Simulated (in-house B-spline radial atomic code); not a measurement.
Results of a calculation; reference values are marked as such.
**Making a Troullier-Martins d channel for Ti, r_c = 2.95 bohr**

Ti, [Ar] 3d2 4s2, non-relativistic PBE, spherical and spin-unpolarised, from a B-spline radial code for spherical atoms (atomic units). The all-electron 3d level is ε = -0.162276 hartree and its outer maximum at 0.98 bohr.

Inside r_c the pseudo-orbital is u(r) = r^3 exp(p(r)), with p = c0 + c2 r² + c4 r⁴ + … + c12 r¹². The seven coefficients follow from p and its first four derivatives at r_c, from zero curvature of the screened potential at the origin, c4 = −c2²/(2l + 5), and from the norm inside r_c. At r_c the all-electron orbital has P = 0.3170189, P' = -0.1694357, the screened potential V = -0.3713152, V' = 0.2259267, V'' = -0.1951332, and the norm inside is Q = 0.9087741.

(1) What are p, p' and p'' at r_c?

For a trial c2 the five matching conditions are linear in c0, c6, c8, c10 and c12, and c2 is varied until the norm inside r_c equals Q. The root nearest zero gives:

```csv
n,c_n
0,0.6383413
2,-0.8788338
4,-0.08581654
6,0.04406675
8,-0.006061953
10,0.0003754104
12,-8.973468e-06
```

(2) Check c4 and p(r_c), and find the screened pseudopotential at the origin.

Orbitals and screened potentials:

```json
{"r (bohr)": "0.295", "P": "0.2804", "u": "0.045", "V all-electron": "-35.33", "V pseudo": "-6.299"}
{"r (bohr)": "0.738", "P": "0.7267", "u": "0.4627", "V all-electron": "-7.292", "V pseudo": "-5.816"}
{"r (bohr)": "1.18", "P": "0.7518", "u": "0.8546", "V all-electron": "-2.731", "V pseudo": "-4.037"}
{"r (bohr)": "1.623", "P": "0.6345", "u": "0.7702", "V all-electron": "-1.311", "V pseudo": "-1.664"}
{"r (bohr)": "2.065", "P": "0.5075", "u": "0.5453", "V all-electron": "-0.7505", "V pseudo": "-0.3735"}
{"r (bohr)": "2.508", "P": "0.4011", "u": "0.4032", "V all-electron": "-0.4972", "V pseudo": "-0.3022"}
{"r (bohr)": "2.95", "P": "0.317", "u": "0.317", "V all-electron": "-0.3713", "V pseudo": "-0.3713"}
```

Logarithmic derivatives P'/P at R = 3.25 bohr, for energies E around ε:

```csv
E − ε (hartree),all-electron,pseudo
-0.5,1.10552,1.13848
-0.25,0.798302,0.835569
-0.1,0.429905,0.458045
0,-0.539919,-0.539915
0.1,2.35402,2.85088
0.25,0.919214,1.11967
0.5,0.355274,0.600249
```

Answers

(1) p = ln(P/r_c^3) = ln(0.3170189/25.6724) = -4.39421. p' = P'/P − 3/r_c = -0.53447 − 1.01695 = -1.55141. The radial equation gives p'' = 2(V − ε) − 2(3) p'/r_c − p'² = -0.41808 − (-3.15542) − 2.40689 = 0.33045. Differentiating, p''' = 2V' + 2(3)p'/r_c² − 2(3)p''/r_c − 2p'p'' = -0.26455, and p'''' = 2V'' − 4(3)p'/r_c³ + 4(3)p''/r_c² − 2(3)p'''/r_c − 2p''² − 2p'p''' = 0.28939.

(2) −c2²/9 = -0.0858165, as listed. The terms c_n r_c^n are 0.63834, -7.64805, -6.49919, 29.04311, -34.76872, 18.73814, -3.89784, which sum to -4.39421. Inverting the radial equation, V_l(r) = ε + 3 p'/r + (p'' + p'²)/2, so V_l(0) = ε + (2l + 3) c2 = -0.162276 + 7 × (-0.878834) = -6.3141 hartree, finite where the all-electron potential diverges.
